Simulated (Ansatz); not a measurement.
The lowest singlet and triplet of O3 (SMILES O=[O+][O-]); geometries from B3LYP-D3(BJ)/def2-TZVP, each state relaxed from the structure named, with no frequency check.
Singlet (charge 0, multiplicity 1):
```
atom    x (Å)    y (Å)   z (Å)
----  -------  -------  ------
O     -1.0705  -0.2409  0.0000
O     -0.0106   0.4284  0.0000
O      1.0811  -0.1875  0.0000
```
Triplet (charge 0, multiplicity 3):
```csv
atom,x (Å),y (Å),z (Å)
O,-1.1657,-0.2101,0.0000
O,-0.0083,0.3673,0.0000
O,1.1740,-0.1573,0.0000
```

A positive gap puts the triplet lower; no zero-point energy. R- takes a restricted singlet. U- takes an unrestricted singlet (broken symmetry where lower, unprojected). The triplet is unrestricted in single-reference levels. Active spaces average the two states.

Correlated levels freeze the cores.

The values were computed with Ansatz (Gaussian orbitals). 

```csv
level,"gap E(singlet) − E(triplet), adiabatic (eV)"
R-r2SCAN/def2-TZVPP,-0.905
U-r2SCAN/def2-TZVPP (spin-contaminated),-0.909
R-B3LYP/def2-TZVPP,-0.969
R-PBE0/def2-TZVPP,-1.003
R-wB97M-V/def2-TZVPP,-1.166
U-B2PLYP/def2-TZVPP (spin-contaminated),(withheld)
R-CCSDT/cc-pVDZ,-1.911
R-CCSDT(Q)/cc-pVDZ,-2.030
"FIC-NEVPT4(SD) on SA-CASSCF(12,9)/cc-pVDZ",(withheld)
```

Question: Complete the blanks.

Answer: 
- U-B2PLYP/def2-TZVPP (spin-contaminated), gap E(singlet) − E(triplet), adiabatic (eV): -1.210
- FIC-NEVPT4(SD) on SA-CASSCF(12,9)/cc-pVDZ, gap E(singlet) − E(triplet), adiabatic (eV): -1.448

Doubts at one or more of the structures used: a restricted determinant that unrestricted orbitals would lower (R-r2SCAN/def2-TZVPP, R-B3LYP/def2-TZVPP, R-PBE0/def2-TZVPP, R-wB97M-V/def2-TZVPP, R-CCSDT/cc-pVDZ, R-CCSDT(Q)/cc-pVDZ); other coupled-cluster roots lie near (R-CCSDT/cc-pVDZ, R-CCSDT(Q)/cc-pVDZ).

Ansatz is a quantum-chemistry and plane-wave program.
